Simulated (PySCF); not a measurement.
**Solvent effects on NMR parameters**

Bonds (- single, = double, # triple, : aromatic): C1-B2, B2-C3, B2-C4, B2-C5. C1 carries H6, H7, H8; C3 carries H9, H10, H11; C4 carries H12, H13, H14; C5 carries H15, H16, H17. Formal charges: B2 -1.

Total charge -1.

GIAO PBE0/pcSseg-1 in PySCF 2.14 on one PBE0-D3(BJ)/def2-SVP conformer, non-relativistic, equivalent nuclei averaged. Solvents enter as an IEF-PCM continuum (chloroform with ε = 4.7) around the gas-phase geometry. Shifts are referred to TMS, BF3·OEt2 computed in the same medium.

Gas phase, δ in ppm: C1/C3/C4/C5 17.2, B2 -27.3, H6/H7/H8/H9/H10/H11/H12/H13/H14/H15/H16/H17 -0.75. Dipole moment 0.00 D.

Question: How does each δ change in the continuum?

Answer: 
```
                                      atoms                              environment  Δδ, chloroform
                                C1/C3/C4/C5                methyl carbon bonded to B            -0.4
                                         B2                      boron bonded to 4 C            -0.1
H6/H7/H8/H9/H10/H11/H12/H13/H14/H15/H16/H17  hydrogen on a methyl carbon bonded to B           -0.02
```

Changes are relative to the gas phase.

Question: Which nuclei move most (in ppm), and what does the model miss?

Answer: C1/C3/C4/C5 (methyl carbon bonded to B, -0.4 ppm) in chloroform. A continuum only polarises the solute; specific hydrogen bonds, the anisotropy of aromatic solvents and changes of geometry or conformer are outside it, as are counter-ions.
